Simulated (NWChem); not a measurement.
System: MgSiH3OBr; SMILES [SiH3][O][Mg][Br]

NWChem input:

```
start job
memory heap 200 mb stack 900 mb global 1100 mb
geometry units angstroms
  Mg     0.388992    -0.629285    -0.263514
  Br     0.662000     0.763256     1.548676
  O     -0.687039    -0.808826    -1.623458
  Si    -1.626001    -1.046024    -2.902490
  H     -3.005105    -1.263177    -2.409454
  H     -1.118243    -2.240322    -3.601011
  H     -1.536677     0.143736    -3.748293
end
basis spherical
  * library 6-31g*
end
dft
  xc b3lyp
  iterations 150
end
driver
  maxiter 120
end
task dft optimize
task dft freq
```

Parts of the log:

```
             Northwest Computational Chemistry Package (NWChem) 7.3.0
             --------------------------------------------------------

 C1  symmetry detected

                             Geometry "geometry" -> ""
                             -------------------------

 Output coordinates in angstroms (scale by  1.889725989 to convert to a.u.)

  No.       Tag          Charge          X              Y              Z
 ---- ---------------- ---------- -------------- -------------- --------------
    1 Mg                  12.0000     0.73121990     0.08102344    -0.00042867
    2 Br                  35.0000    -0.14227443    -2.04847030     0.00026208
    3 O                    8.0000     0.15971323     1.72811340    -0.00081259
    4 Si                  14.0000    -0.27794892     3.27157789     0.00133274
    5 H                    1.0000    -1.09470232     3.50544466    -1.21126282
    6 H                    1.0000     0.95706466     4.07530984    -0.02788858
    7 H                    1.0000    -1.04381695     3.51642726     1.22296497

 Effective nuclear repulsion energy (a.u.)     312.0234940327

                                Z-matrix (autoz)
                                --------

 Units are Angstrom for bonds and degrees for angles

[...]

      ----------------------
      Optimization converged
      ----------------------

  Step       Energy      Delta E   Gmax     Grms     Xrms     Xmax
  ---- ---------------- -------- -------- -------- -------- --------
@   15   -3140.63575583  8.6D-08  0.00004  0.00001  0.00070  0.00174
                                     ok       ok       ok       ok

                                Z-matrix (autoz)
                                --------

 Units are Angstrom for bonds and degrees for angles

[...]

 Rotational Constants
 --------------------
 A=   2.889047 cm-1  (  4.156601 K)
 B=   0.019800 cm-1  (  0.028487 K)
 C=   0.019800 cm-1  (  0.028486 K)

 Temperature                      =   298.15K
 frequency scaling parameter      =   1.0000

 Zero-Point correction to Energy  =   19.034 kcal/mol  (  0.030332 au)
 Thermal correction to Energy     =   23.406 kcal/mol  (  0.037299 au)
 Thermal correction to Enthalpy   =   23.998 kcal/mol  (  0.038243 au)

 Total Entropy                    =   88.954 cal/mol-K
   - Translational                =   40.926 cal/mol-K (mol. weight = 150.8969)
   - Rotational                   =   26.745 cal/mol-K (symmetry #  =        1)
   - Vibrational                  =   21.283 cal/mol-K

 Cv (constant volume heat capacity) =   19.583 cal/mol-K
   - Translational                  =    2.979 cal/mol-K
   - Rotational                     =    2.979 cal/mol-K
   - Vibrational                    =   13.624 cal/mol-K

[normal modes left out]

 ----------------------------------------------------------------------------
 Normal Eigenvalue ||           Projected Infra Red Intensities
  Mode   [cm**-1]  || [atomic units] [(debye/angs)**2] [(KM/mol)] [arbitrary]
 ------ ---------- || -------------- ----------------- ---------- -----------
    1       -0.000 ||    0.000004           0.000         0.004       0.000
    2       -0.000 ||    0.000004           0.000         0.004       0.000
    3       -0.000 ||    0.000000           0.000         0.000       0.000
    4       -0.000 ||    0.000002           0.000         0.002       0.000
    5       -0.000 ||    0.000002           0.000         0.002       0.000
    6        0.000 ||    0.000000           0.000         0.000       0.000
    7       26.209 ||    0.000261           0.006         0.255       0.026
    8       26.382 ||    0.000264           0.006         0.257       0.027
    9      127.204 ||    0.060706           1.401        59.180       6.110
   10      127.219 ||    0.060709           1.401        59.182       6.110
   11      241.499 ||    0.004827           0.111         4.705       0.486
   12      595.777 ||    0.058920           1.359        57.438       5.930
   13      742.056 ||    0.066381           1.531        64.712       6.681
   14      742.149 ||    0.066347           1.531        64.678       6.677
   15      965.826 ||    0.096657           2.230        94.227       9.728
   16      965.996 ||    0.096660           2.230        94.229       9.728
   17     1033.518 ||    0.446229          10.295       435.006      44.909
   18     1076.613 ||    0.487842          11.255       475.572      49.097
   19     2213.448 ||    0.247364           5.707       241.143      24.895
   20     2213.764 ||    0.247140           5.702       240.924      24.873
   21     2223.009 ||    0.146283           3.375       142.604      14.722
 ----------------------------------------------------------------------------
```

Level: B3LYP/6-31G* (spherical d). This build's default masses of Se (78.918 u) and Br (79.917 u) are each other's, which moves their modes by up to 0.6 %. B3LYP is NWChem's, with the RPA form of VWN correlation. The printed entropy takes a lower symmetry number than the molecule has.
